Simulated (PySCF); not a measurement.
A calculated (UHF, PySCF 2.14, cc-pVDZ, no relativity, point nucleus) atom or ion has these occupied shells.

| shell | electrons | orbital energy (eV) | rms radius, mean of both spins (bohr) |
| --- | --- | --- | --- |
| 1s α | 1 | -308.70 | 0.312 |
| 1s β | 1 | -307.45 | 0.312 |
| 2s α | 1 | -22.468 | 1.74 |
| 2s β | 1 | -15.866 | 1.74 |
| 2p α | 2 | -11.817 | 1.91 |

Q: Name the element and its charge.

A: C (carbon, neutral), in [He] 2s2 2p2, high-spin 3P determinant.
